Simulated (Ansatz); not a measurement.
The same path of Cl2GeH2O + FH (8 atoms, charge 0, multiplicity 1) was run twice with different band settings. Lost on the way: Ge1–O2, F7–H8. Made: Ge1–F7, O2–H8.

Level of theory: RKS PBE/def2-SVP (Ansatz).

Relaxed end points:

```xyz
8
Properties=species:S:1:pos:R:3
Ge -0.147 -0.096 -0.076
O -0.110 0.010 1.730
H -0.986 -0.161 2.129
H 1.287 0.029 -0.594
Cl -1.505 1.388 -0.856
Cl -0.987 -2.038 -0.545
F 1.334 2.046 1.314
H 0.810 1.414 1.804
```

```xyz
8
Properties=species:S:1:pos:R:3
Ge -0.128 0.515 -0.275
O 0.754 -0.201 2.058
H -0.013 -0.743 2.332
H 1.283 -0.029 -0.526
Cl -0.829 1.364 -2.147
Cl -1.674 -0.916 0.272
F -0.230 1.912 0.797
H 0.533 0.691 2.396
```

Common settings: movable images 7; climbing image yes; spring 5.0 eV/Å²; optimiser quadratic models (default); start path through a guess of the saddle point; iteration limit 60; end points relaxed.

| run | force threshold |
| --- | --- |
| 1 | 0.05 eV/Å |
| 2 | 0.2 eV/Å |

Problem. What does each run give, and how far can it be trusted?

Solution. Run 1: converged after 13 iterations, highest image 0.425 eV above the first end. A vibrational analysis at the climbing image gives one clearly imaginary mode, 425i cm⁻¹: a first-order saddle point.
Run 2: converged after 11 iterations, highest image 0.425 eV above the first end. The threshold of 0.2 eV/Å is loose, so the images may lie well off the minimum-energy path. Another band between the same ends (7 images) ends at a top of the same energy, where a vibrational analysis finds 1 clearly imaginary mode.
The orbitals stay closed-shell, which can raise the energy where a bond breaks towards radicals; this wasn't checked here.
